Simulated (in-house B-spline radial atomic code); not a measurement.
# Sc³⁺: [He] 2s2 2p5 3s2 3p6 4d1 (an excited or competing configuration)

Method: non-relativistic TPSS, spin-polarised, spherical fractional occupations, point nucleus. Calculated with a radial B-spline atomic code at the basis-set limit.

Screening seen three ways: the hydrogenic charge with the same mean radius, Z_r = [3n² - l(l+1)]/(2<r>), the one with the same energy, Z_e = n√(-2ε), and Slater's rules. Values are occupation-weighted means over spin.

| shell | electrons | ε (eV) | <r> (bohr) | Z_r | Z_e | Slater |
| --- | --- | --- | --- | --- | --- | --- |
| 1s | 2 | -4482.6 | 0.0735 | 20.41 | 18.15 | 20.70 |
| 2s | 2 | -548.55 | 0.3398 | 17.65 | 12.70 | 17.20 |
| 2p | 5 | -469.83 | 0.3013 | 16.60 | 11.75 | 17.20 |
| 3s | 2 | -101.97 | 1.007 | 13.41 | 8.21 | 10.60 |
| 3p | 6 | -79.673 | 1.049 | 11.92 | 7.26 | 10.60 |
| 4d | 1 | -17.092 | 3.548 | 5.92 | 4.48 | 4.00 |

The least bound orbital is 4d up at -17.09 eV, and it is also the most diffuse (<r> = 3.548 bohr). The part-filled 2p shell lies below the filled 3p shell in orbital energy.
